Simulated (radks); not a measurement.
The numbers below are computed, except where a source is named.
Ionisation of the cerium ion Ce2+, [Xe] 4f2, to Ce3+, [Xe] 4f1, under several functionals. Scalar-relativistic Kohn-Sham, spin-polarised, spherical densities, point nucleus; open shells are filled with parallel spins first (spin-orbit coupling, left out, can overturn this in heavy ions); a radial shooting solver on a logarithmic mesh with Libxc functionals. The NIST Atomic Spectra Database gives 20.197 eV (semi-empirical). Rank these functionals by the error of their Delta-SCF ionisation energy: LDA (Slater exchange, Perdew-Wang correlation); PBE; RPBE; BP86; exchange-only LDA; exchange-only B88; SOGGA; LDA (Slater exchange, Perdew-Zunger correlation).

Answer. From best to worst: exchange-only B88 19.738 eV (-0.459); exchange-only LDA 19.653 eV (-0.544); SOGGA 20.907 eV (+0.710); RPBE 20.917 eV (+0.719); PBE 20.973 eV (+0.776); BP86 21.062 eV (+0.865); LDA (Slater exchange, Perdew-Zunger correlation) 21.247 eV (+1.050); LDA (Slater exchange, Perdew-Wang correlation) 21.263 eV (+1.066). Open shells are spherical and high-spin; term and fine-structure splittings are not resolved. Spin-orbit splitting is averaged out at the scalar-relativistic level.
